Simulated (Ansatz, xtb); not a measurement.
Species: InBr2, net charge 1, singlet state. 
Coordinates optimised at B3LYP-D3(BJ)/def2-TZVP (Ansatz, a quantum-chemistry and plane-wave program):
```
In
Br 1 2.3685
Br 1 2.3685 2 180.00
```
Charge +1, spin multiplicity 1.

Harmonic wavenumbers from GFN2-xTB (xtb, at its own minimum), cm⁻¹: 51, 51, 149, 254.

### Question
Give the harmonic wavenumbers at B3LYP-D3(BJ)/def2-TZVP (Ansatz, finite differences of forces, unscaled).

### Answer
64, 64, 223, 357 cm⁻¹. Zero-point energy 1.0 kcal/mol.

### Question
From these and the geometry, give the ideal-gas thermochemistry at 298.15 K and 1 atm (rigid rotor, harmonic oscillator).

### Answer
Point group D∞h, rotational symmetry number 2. Rotational constants 0.5638, 0.5638 GHz. S(trans) 42.73, S(rot) 19.11, S(vib) 11.72, S(elec, spin only) 0.00, S 73.6 cal/(mol K). H(298) - H(0) 3.64 kcal/mol; G - E(el) -17.3 kcal/mol.
